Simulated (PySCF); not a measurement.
A side-by-side comparison of computed properties.

First species: C4H6F2O2.
Atom-mapped SMILES: `[F:1][C@@H:2]1[CH2:3][C@H:4]([F:5])[O:6][CH2:7][O:8]1` (hydrogens: H9 on C2; H10, H11 on C3; H12 on C4; H13, H14 on C7)

Structure used (PBE0-D3(BJ)/def2-SVP), in Å, numbered top down from 1:
```
atom  x, y, z in Å
F1    -0.3217   -1.5739    1.2397
C2     0.2525   -1.2830    0.0273
C3     1.1811   -0.0900    0.1805
C4     0.3988    1.2081    0.2857
F5    -0.1522    1.3082    1.5388
O6    -0.5928    1.2717   -0.6736
C7    -1.4334    0.1513   -0.6685
O8    -0.7288   -1.0341   -0.9125
H9     0.7889   -2.1830   -0.3118
H10    1.8131   -0.0341   -0.7183
H11    1.8303   -0.2191    1.0570
H12    1.0392    2.0907    0.1318
H13   -2.1443    0.2785   -1.4926
H14   -1.9626    0.0824    0.2974
```

Second species: C5H9BO3.
Bonds: C1–C2, C2–O3, O3–C4, C4–C5 (double), C5–O6, O6–B7, B7–O8, O8–C9 (double), C4–C9. Hydrogens: H10, H11, H12 on C1; H13, H14 on C2; H15 on C5; H16, H17 on B7; H18 on C9.

Levels: CAM-B3LYP/def2-SVPD for HOMO energy, LUMO energy, HOMO–LUMO gap and static isotropic polarisability; TDDFT CAM-B3LYP/def2-SVPD for lowest singlet excitation. Geometries: PBE0-D3(BJ)/def2-SVP. Each structure is a single optimised conformer of the isolated species, non-relativistic unless stated; the electronic structure was computed with PySCF and density fitting.

Dipoles, sizes and rotational constants follow the conformer. The torsions of the flexible species, by atom-mapped SMILES:
- `[CH3:1][CH2:2][O:3][C:4]1=[CH:5][O:6][BH2-:7][O+:8]=[CH:9]1`: C1–C2–O3–C4 178°, C2–O3–C4–C5 164°

The conformers of `F[C@@H]1C[C@H](F)OCO1` aren't listed.

Question: Which of the two has the higher HOMO energy, and by how much?

Answer: The second: -7.95 eV against -10.07 eV, a difference of 2.12 eV.

Question: Which of the two has the higher static isotropic polarisability, and by how much?

Answer: The second: 87.6 au against 54.5 au, a difference of 33.1 au.

Question: Which has the higher LUMO energy?

Answer: The first: 1.03 eV against -1.36 eV, a difference of 2.39 eV.

Question: Which has the higher HOMO–LUMO gap?

Answer: The first: 11.10 eV against 6.59 eV, a difference of 4.51 eV.

Question: Which has the higher S1 energy?

Answer: The first: 8.11 eV against 3.53 eV, a difference of 4.58 eV.

On the first: No computed singlet falls in the visible range (750 to 380 nm, 1.65 to 3.26 eV); S1 lies 4.85 eV above its blue end. The polarisability is 8.07 Å³ as a volume (1 au = 0.148185 Å³), or 0.85 au for each of the 64 electrons.

On the second: In wavenumbers S1 is 28400 cm⁻¹ (1 eV = 8065.54 cm⁻¹). The principal polarisabilities are 64.4, 88.5 and 110.0 au; their mean is the isotropic value.
